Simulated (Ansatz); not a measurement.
The same path of C₂H₁₁GeNSi (16 atoms, charge 0, multiplicity 1) was run twice with different band settings. Lost on the way: Si5–H15. Made: N4–H15.

Method: Ansatz, RHF/def2-SVP.

Relaxed end points:

```xyz
16
Properties=species:S:1:pos:R:3
C 0.149 -2.252 1.020
Ge 1.304 -1.257 -0.214
C 0.328 0.278 -0.991
N -0.022 1.257 0.027
Si -1.421 2.269 -0.022
H 0.708 -3.036 1.531
H -0.678 -2.716 0.480
H -0.265 -1.576 1.769
H 1.812 -2.176 -1.341
H 2.527 -0.704 0.548
H -0.589 -0.115 -1.439
H 0.904 0.712 -1.818
H 0.761 1.585 0.560
H -2.639 1.432 -0.149
H -1.458 3.042 1.241
H -1.445 3.233 -1.157
```

```xyz
16
Properties=species:S:1:pos:R:3
C -0.335 -2.134 0.697
Ge 1.073 -0.873 0.202
C 0.473 0.530 -1.085
N 0.087 1.822 -0.479
Si -1.616 2.022 0.660
H 0.078 -2.920 1.332
H -0.752 -2.601 -0.197
H -1.135 -1.629 1.234
H 2.199 -1.626 -0.533
H 1.687 -0.163 1.419
H -0.386 0.158 -1.641
H 1.282 0.691 -1.802
H -0.026 2.513 -1.204
H -1.124 0.941 1.608
H 0.833 2.175 0.101
H -2.359 1.071 -0.266
```

Common settings: movable images 7; climbing image yes; optimiser quadratic models (default); start path through a guess of the saddle point; force threshold 0.05 eV/Å; iteration limit 60; end points relaxed.

| run | spring |
| --- | --- |
| 1 | 5.0 eV/Å² |
| 2 | 50.0 eV/Å² |

(1) What does each run give, and how far can it be trusted?

Answers

(1) Run 1: converged after 24 iterations, highest image 3.871 eV above the first end. Neighbouring images differ by up to 3.0 eV, so the band resolves the path poorly. A vibrational analysis at the climbing image gives one clearly imaginary mode, 2039i cm⁻¹: a first-order saddle point.
Run 2: converged after 22 iterations, highest image 3.871 eV above the first end. Neighbouring images differ by up to 3.0 eV, so the band resolves the path poorly. Another band between the same ends (7 images) ends at a top of the same energy, where a vibrational analysis finds 1 clearly imaginary mode.
The orbitals stay closed-shell, which can raise the energy where a bond breaks towards radicals; this wasn't checked here.
